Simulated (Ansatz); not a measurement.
Na2+, multiplicity 2 (lowest of 2S+1 = 2, 4 at CCSD(T)/def2-TZVPP on PBE0 minima; our sources give no spin for the ground state, which may be another), most abundant isotopes (22.9898 and 22.9898 u). Constants from fifth-degree fits in 1/R to seven points on the lowest solution found; no spin–orbit coupling, no relativity up to Kr; ω_e x_e and α_e move by some per cent with the fit.

Correlated levels freeze the inner cores; with def2 sets outer-core shells near the valence are correlated too.

Codes used: Ansatz (Gaussian orbitals). Each number belongs to the level named beside it.

```json
[
 {"level": "PBE/def2-TZVPP", "r_e (Å)": "3.6622", "ω_e (cm⁻¹)": "104.7", "ω_e x_e (cm⁻¹)": "0.638", "α_e (cm⁻¹)": "0.000921"},
 {"level": "CCSD(T)/def2-QZVPP", "r_e (Å)": "3.5447", "ω_e (cm⁻¹)": "127.0", "ω_e x_e (cm⁻¹)": "0.495", "α_e (cm⁻¹)": "0.000612"}
]
```

Task: Derive the rotational constants, the centrifugal constant, the fundamental, the zero-point energy and the force constant.

Result: 
μ = 11.49488 u.
- PBE/def2-TZVPP: B_e = 16.8576/(μ r_e²) = 0.10935 cm⁻¹; B₀ = B_e − α_e/2 = 0.10889 cm⁻¹; D = 4B_e³/ω_e² = 4.77e-07 cm⁻¹; fundamental ω_e − 2ω_e x_e = 103 cm⁻¹; zero-point energy ω_e/2 − ω_e x_e/4 = 52 cm⁻¹; k = μ(2πcω_e)² = 7.43 N/m
- CCSD(T)/def2-QZVPP: B_e = 16.8576/(μ r_e²) = 0.11671 cm⁻¹; B₀ = B_e − α_e/2 = 0.11641 cm⁻¹; D = 4B_e³/ω_e² = 3.95e-07 cm⁻¹; fundamental ω_e − 2ω_e x_e = 126 cm⁻¹; zero-point energy ω_e/2 − ω_e x_e/4 = 63 cm⁻¹; k = μ(2πcω_e)² = 10.9 N/m

Ansatz is a first-principles code.
